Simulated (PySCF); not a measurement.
PySCF input file for B(CCH)(Cl)(OMe) (C3H4BClO), SMILES ClB(OC)C#C, C-PCM-M06-2X/def2-SVP. Coordinates come from a PBE0-D3(BJ)/def2-SVP optimisation. The structure was generated by enumeration, and PubChem lists no compound with its InChIKey, so it may never have been made. One conformer was computed; it need not be the lowest.

```python
import numpy as np
from pyscf import gto, scf, dft
from pyscf.solvent import pcm

mol = gto.M(
    atom='''
    B    -0.13251025   -0.16900447    0.00000001
    C    -0.41138592   -1.67176937    0.00000000
    C    -0.60832991   -2.87167522   -0.00000000
    H    -0.78507884   -3.93247956    0.00000000
    Cl    1.55693080    0.38205074   -0.00000000
    O    -1.15352818    0.69317879   -0.00000000
    C    -1.07581706    2.09770277   -0.00000000
    H    -1.59218628    2.48015689   -0.89269154
    H    -1.59218627    2.48015690    0.89269155
    H    -0.03439812    2.45134624   -0.00000000
    ''',
    basis='def2-SVP',
    charge=0,
    spin=0,
    max_memory=1600,
    verbose=3,
)
mf = dft.RKS(mol, xc='m06-2x').density_fit(auxbasis='def2-universal-jkfit')
mf.grids.level = 4
mf.conv_tol = 1e-9
mf.max_cycle = 100
mf.kernel()
res = {}
for name, eps in {'water': 78.355, '1-octanol': 9.8629, 'benzene': 2.2706}.items():
    s = mf.PCM()
    s.with_solvent.method, s.with_solvent.eps, s.with_solvent.lebedev_order = 'C-PCM', eps, 29
    s.kernel(mf.make_rdm1())
    res[name] = (s.e_tot, eps, s.dip_moment(), s.mo_energy, s.converged)
    print(f'{name}: electrostatic solvation free energy {(s.e_tot - mf.e_tot) * 627.509474:.3f} kcal/mol')
```

Log of the run:

```
converged SCF energy = -676.619461065761

WARN: PCM is an experimental feature. It is still in testing.
Features and APIs may be changed in the future.

converged SCF energy = -676.626482696548
Dipole moment(X, Y, Z, Debye): -1.04769,  0.99061,  0.00000
water: electrostatic solvation free energy -4.406 kcal/mol

WARN: PCM is an experimental feature. It is still in testing.
Features and APIs may be changed in the future.

converged SCF energy = -676.625777316402
Dipole moment(X, Y, Z, Debye): -1.02796,  0.98169,  0.00000
1-octanol: electrostatic solvation free energy -3.964 kcal/mol

WARN: PCM is an experimental feature. It is still in testing.
Features and APIs may be changed in the future.

converged SCF energy = -676.623227731169
Dipole moment(X, Y, Z, Debye): -0.95820,  0.94704,  0.00000
benzene: electrostatic solvation free energy -2.364 kcal/mol
```

Self-consistency was reached.

Cost: very roughly 4 core-minutes.
